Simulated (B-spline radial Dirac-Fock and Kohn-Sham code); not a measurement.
In the model described below, an M5 (3d5/2) vacancy in cesium as Cs⁷⁺ in the configuration [Kr] 4d10 5s2, lives for 0.96 fs, which corresponds to a natural width of 0.687 eV. Out of 1000 such holes, about 0.38 decay by emitting a photon and the rest by ordinary Auger emission. The strongest X-ray line is Mζ1 (M5-N3) at 558.4 eV, with 100 % of the radiative rate. The strongest electron group is M5-N5N5 near 456 eV, with 27 % of the non-radiative rate.

Input of the calculation (task.json; shells as n, l, electrons):

```json
{"items": [{
  "Z": 55,
  "q": 7,
  "cfg": [[1, 0, 2], [2, 0, 2], [2, 1, 6], [3, 0, 2], [3, 1, 6], [3, 2, 10], [4, 0, 2], [4, 1, 6], [4, 2, 10], [5, 0, 2]],
  "A": 133,
  "rrms": 4.8041,
  "do": ["binding", "quiet", "decay"],
  "holes": ["K", "L1", "L2", "L3", "M1", "M2", "M3", "M4", "M5", "N1", "N2", "N3", "N4", "N5"]
}]}
```

Command: `python xray_run.py task.json out`

These are calculated numbers from a radial atomic solver; the model is independent-particle rates on relativistic LDA orbitals of the hole state (multipoles up to L = 3, Coulomb Auger matrix elements, transition energies from Dirac-Fock).
